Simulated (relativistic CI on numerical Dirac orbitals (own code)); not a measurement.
## Hyperfine structure of Ir35+, mass number 191

Method of calculation: Dirac-Coulomb-Breit CI, orbitals from a KLI potential per configuration, model QED (radiative potential, 1s self-energy scaled to tabulated hydrogen-like ionisation energies), unscaled Slater integrals (own radial code, finite nucleus).

CI space (outside the closed core [Ar] 3d10): 4s²4p⁶4d⁶, 4s²4p⁶4d⁵4f, 4s²4p⁵4d⁷, 4s²4p⁴4d⁸, 4s4p⁶4d⁷, 4p⁶4d⁸, 4s4p⁶4d⁶4f, 4s4p⁵4d⁸, 4s²4p⁶4d⁵5s, 4s²4p⁶4d⁵5d, 4s²4p⁴4d⁷5s, 4s²4p⁶4d⁴5s², 4s²4p⁶4d⁵6s, 4s4p⁶4d⁶5s, 4p⁶4d⁷5s, 4s4p⁶4d⁵5s². Levels of other configurations are missing.

Nuclear spin I = 3/2, μ = 0.1502 μN, Q = 0.816 b (tables of Stone and Pyykkö). The electronic factors are computed for point nuclear moments, without core polarisation or the Bohr-Weisskopf and QED corrections.

```
        Level  E (cm⁻¹)  A (MHz)  B (MHz)
4s²4p⁶4d⁶ ⁵D3  147604.0    726.6     1080
4s²4p⁶4d⁶ ⁵D1  161590.3     1117    -6220
4s²4p⁶4d⁶ ³G5  188222.5     1475     8240
4s²4p⁶4d⁶ ³H6  191560.7     1636   -16100
4s²4p⁶4d⁶ ³P1  252010.9    959.8    12800
```

Levels with J = 0, under 50 % of one LS term, or S terms without an open s electron are left out. Small factors come from cancelling terms and can be off by tens of per cent or more.

At this charge energies of transitions that change n are usually good to better than 1 %, and those within a shell (Δn = 0) to a few per cent. Terms inside the open d or f shell come out 10 to 20 % too wide with unscaled integrals.

Give the hyperfine levels of 4s²4p⁶4d⁶ ⁵D3 relative to its centre of gravity.

With K = F(F + 1) − I(I + 1) − J(J + 1), E = AK/2 + B[¾K(K + 1) − I(I + 1)J(J + 1)]/[2I(2I − 1)J(2J − 1)]: F = 3/2: -3714, F = 5/2: -2704, F = 7/2: -537.7, F = 9/2: 3539 MHz.

LS names give the leading component of a level, which can be under half, so a name can repeat, a term be missing and a line seem to break the LS rules.
